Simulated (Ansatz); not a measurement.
Input and output for CH₆FNSi, SMILES `N[SiH2]CF`.

```yaml
crystal:
  periodic: [false, false, false]
  atoms:
    - {symbol: N, position_ang: [-1.097799, 1.172968, 0.031154]}
    - {symbol: Si, position_ang: [0.084028, 0.168477, -0.704877]}
    - {symbol: C, position_ang: [0.861241, -0.887354, 0.656328]}
    - {symbol: F, position_ang: [-0.139250, -1.643728, 1.274894]}
    - {symbol: H, position_ang: [-1.469831, 1.963522, -0.469698]}
    - {symbol: H, position_ang: [-1.810517, 0.743138, 0.600447]}
    - {symbol: H, position_ang: [-0.417935, -0.762042, -1.758865]}
    - {symbol: H, position_ang: [1.125022, 1.039381, -1.314420]}
    - {symbol: H, position_ang: [1.614360, -1.578719, 0.263671]}
    - {symbol: H, position_ang: [1.333882, -0.266742, 1.424366]}
basis:
  gaussian: {orbitals: def2-TZVP, final_grid: {core_spheres: 8, valence_spheres: 7, degree: 23}}
total_charge: 1
magnetization: {spin_polarized: true, initial_magnetization: 1}
hamiltonian: {xc: {name: SPW92}}
```

```sh
$ ansatz run in.yaml --threads 2 --pin off --events-out ev --progress --plain --max-ram 4352MiB
```

Shortened log:

```
Functional definition: SPW92
1007 factors; their error is unknown
mean field evaluation 1: about -13114.5575 eV, gradient 8.0e1 eV
mean field evaluation 2: about -12912.8389 eV, gradient 2.0e2 eV
mean field evaluation 4: about -13130.7654 eV, gradient 5.0e1 eV
mean field evaluation 8: about -13140.7683 eV, gradient 2.5e0 eV
mean field evaluation 16: about -13140.7940 eV, gradient 1.3e-2 eV
mean field -13140.79404530 eV, -482.9152740148 hartree, gradient 3.7e-5 eV, S^2 0.752254; 3 other end points of the search recorded, 0 dependent functions left out
reference -13140.79407993 eV, -482.9152752871 hartree; 21, 20 occupied and 145, 146 virtual orbitals, 1007 factors
Total energy: -13140.79407993 eV, -482.9152752871 hartree
```

Run time 2.8 s (2 threads of an Arm Neoverse V2 on a shared host); peak host memory 0.22 GiB.
